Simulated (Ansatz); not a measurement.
`O=C[O][GeH3]` from Hartree–Fock to CCSD(T)

```xyz
8

O    -1.0176    0.3623   -1.4669
C    -1.1171   -0.6194   -0.7793
O    -0.3755   -0.8719    0.2803
Ge    0.8672    0.4355    0.6418
H    -1.8475   -1.4222   -0.9630
H     0.1285    1.7402    0.9383
H     1.8311    0.5308   -0.5404
H     1.5309   -0.1553    1.8892
```

Total charge 0; spin multiplicity 1. Correlated methods include outer-core shells of Ge, which these sets cover unevenly. Scalar relativity is left out up to krypton. Geometry: relaxed with PBE0-D4/def2-TZVP. It is one conformer, not always the lowest. Frozen core, restricted reference, Ansatz.

| basis | HF (Eh) | MP2 corr. |
| --- | --- | --- |
| def2-SVP | -2264.90112 | -0.72638 |
| def2-TZVPP | -2265.39740 | -0.88114 |
| def2-QZVPP | -2265.44856 | -1.19225 |

Problem. Estimate the CCSD correlation energy and the (T) correction in each basis where they were run (hartree).

Solution. 
```csv
basis,CCSD corr.,(T)
def2-SVP,-0.74469,-0.02238
def2-TZVPP,-0.89461,-0.03599
```
